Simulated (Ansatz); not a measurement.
fluorine atom (F), doublet; Ansatz (a quantum-chemistry and plane-wave program) with MP2/6-311G**.

Ansatz was given this input:
Ansatz 0.2 input:
```yaml
crystal:
  periodic: [false, false, false]
  atoms:
    - {symbol: F, position_ang: [0.00000000, 0.00000000, 0.00000000]}
basis:
  gaussian:
    orbitals: 6-311G__.json
magnetization: {spin_polarized: true, initial_magnetization: 1}
correlation: {method: mp2}
```
The basis file holds 6-311G** in the JSON format of the Basis Set Exchange.

Q: What does Ansatz print? Leave out banner, timings and long lists.

A: 
```
Functional definition: HF
86 factors; integrals over basis functions are off by at most 2.7e-4 eV
mean field evaluation 1: about -2704.5768 eV, gradient 7.5e0 eV
mean field evaluation 2: about -2704.5769 eV, gradient 7.5e0 eV
mean field evaluation 4: about -2704.7244 eV, gradient 7.4e-1 eV
mean field evaluation 8: about -2704.7267 eV, gradient 1.7e-6 eV
mean field evaluation 16: about -2704.7267 eV, gradient 5.0e-7 eV
mean field -2704.72672220 eV, -99.3968737113 hartree, gradient 2.2e-6 eV, S^2 0.752243; 3 other end points of the search recorded, 0 dependent functions left out
1 core orbitals not correlated
reference -2704.72672220 eV, -99.3968737113 hartree; 4, 3 occupied and 13, 14 virtual orbitals, 86 factors
second order -4.28024901 eV of doubles, -0.00000000 eV of singles
Total energy: -2709.00697121 eV, -99.5541699613 hartree
```
